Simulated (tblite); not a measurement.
Compound: C₆H₁₀N₂Si.
Structure used (GFN2-xTB), in Å, numbered top down from 1:
```xyz
19
C6H10N2Si angstrom
N      3.6958    0.1706   -0.5028
Si     2.2659   -0.7818   -0.3541
N      1.0422    0.4346   -0.2631
C     -0.3109    0.2882   -0.0702
C     -0.8950   -0.9723    0.0535
C     -2.2573   -1.0995    0.2383
C     -3.0684    0.0213    0.3083
C     -2.4980    1.2774    0.1910
C     -1.1368    1.4125    0.0035
H      3.7481    0.8436   -1.2511
H      4.5746   -0.3136   -0.4332
H      2.4310   -1.5368    0.8891
H      1.9665   -1.6769   -1.4833
H      1.3385    1.3994   -0.2708
H     -0.2658   -1.8470    0.0075
H     -2.6916   -2.0846    0.3313
H     -4.1327   -0.0844    0.4545
H     -3.1180    2.1606    0.2462
H     -0.6982    2.3978   -0.0868
```

Computed with GFN2-xTB (tblite): harmonic, unscaled wavenumbers at the GFN2-xTB geometry, gas phase. Errors from tens to a few hundred cm⁻¹ against measured bands are possible. Modes of hydrogen on silicon can be 10 to 20 % off. One conformer, not necessarily the lowest.

Harmonic wavenumbers (cm⁻¹): 57.2, 72.0, 120.3, 199.4, 216.9, 225.9, 357.6, 376.3, 437.2, 482.4, 528.6, 537.6, 577.1, 589.5, 608.3, 656.4, 732.1, 753.1, 770.7, 808.1, 846.5, 861.4, 870.5, 895.5, 919.8, 922.5, 938.3, 996.8, 1085.9, 1121.9, 1180.4, 1197.0, 1227.2, 1298.2, 1335.0, 1360.9, 1456.2, 1495.0, 1537.8, 1585.8, 1609.4, 2165.1, 2244.9, 3052.9, 3071.8, 3076.0, 3092.0, 3101.1, 3440.3, 3478.5, 3523.9.

A = 4405, B = 696.0, C = 606.0 MHz; mass 138.061 u (most abundant isotopes); point group C1, symmetry number 1.

What is the zero-point energy?

Half the sum of the wavenumbers: 32048 cm⁻¹ = 383.37 kJ/mol.

What is S at 400 K and 1 bar for an ideal gas of classical rigid rotors and harmonic oscillators?

Translation 176.42, rotation 127.25, vibration 158.61: S = 462.3 J/(mol K).

And Cp and H(400 K) − H(0)?

Cp = 214.11 J/(mol K), of which vibrations give 180.85 (their classical limit is 51 R = 424.0); H(400 K) − H(0) = 48.05 kJ/mol without the zero-point energy, 34.75 from vibrations.

Blend soft modes into free rotors: weight 1/[1 + (100 cm⁻¹/ν̃)⁴] for the oscillator and the rest for a rotor with moment μB/(μ + B), μ = h/(8π²ν), B = 10⁻⁴⁴ kg m². What vibrational entropy results?

148.22 J/(mol K) in place of 158.61, which changes −T·S at 400 K by +4.16 kJ/mol.

What must be added to the electronic energy to get the Gibbs energy at 400 K and 1 bar?

ZPE + [H(400 K) − H(0)] − T·S = 383.37 + 48.05 − 184.91 = 246.51 kJ/mol.

How do the functions run with temperature in this model?

```
 T (K)  S (J/(mol K))  Cp (J/(mol K))  H − H(0) (kJ/mol)  G − H(0) (kJ/mol)  ln q(vib)
   150          319.6            93.3               9.20             -38.74       2.47
   250          378.8           143.7              21.01             -73.70       4.81
298.15          406.3           168.0              28.52             -92.61       6.01
   600          562.5           279.5              97.91            -239.57      13.88
   900          688.0           338.1             191.37            -427.82      21.40
```

q(vib) and H(0) count from the zero-point level.

Which modes carry the vibrational entropy at 400 K?

57.2 cm⁻¹: 21.48; 72.0 cm⁻¹: 19.57; 120.3 cm⁻¹: 15.34; 199.4 cm⁻¹: 11.25; 216.9 cm⁻¹: 10.59; 225.9 cm⁻¹: 10.27 J/(mol K); the other 45 give 70.12 together.

Hindered rotation and anharmonicity are outside this model. Other conformers, if any are populated, would add a mixing term that is left out. The structure is chiral; the term R ln 2 for an equal mix with its mirror image is left out.
